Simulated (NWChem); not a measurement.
Molecule: C2H3ClF2; SMILES FC(F)(C)Cl

Computed with NWChem. Pople sets run with spherical d functions. The geometry was optimised at PBE-D3(BJ)/def2-SVP. Computed dipoles belong to the equilibrium geometry; the measured one is vibrationally averaged.

Measured dipole moment: 2.14 D (NIST CCCBDB, as tabulated in the package chemicals).

```json
[
 {"level": "PBE/STO-3G", "dipole moment (D)": "2.42", "computed − measured": "+0.28"},
 {"level": "PBE/3-21G", "dipole moment (D)": "2.36", "computed − measured": "+0.22"},
 {"level": "PBE/6-31G*", "dipole moment (D)": "[?]", "computed − measured": "[?]"},
 {"level": "PBE/6-31+G*", "dipole moment (D)": "2.27", "computed − measured": "+0.13"},
 {"level": "PBE/6-311G**", "dipole moment (D)": "[?]", "computed − measured": "[?]"},
 {"level": "PBE/6-311++G**", "dipole moment (D)": "2.29", "computed − measured": "+0.15"}
]
```

Question: What belongs in the gaps?

Answer: 
- PBE/6-31G*, dipole moment (D): 2.10
- PBE/6-31G*, computed − measured: -0.04
- PBE/6-311G**, dipole moment (D): 2.23
- PBE/6-311G**, computed − measured: +0.09
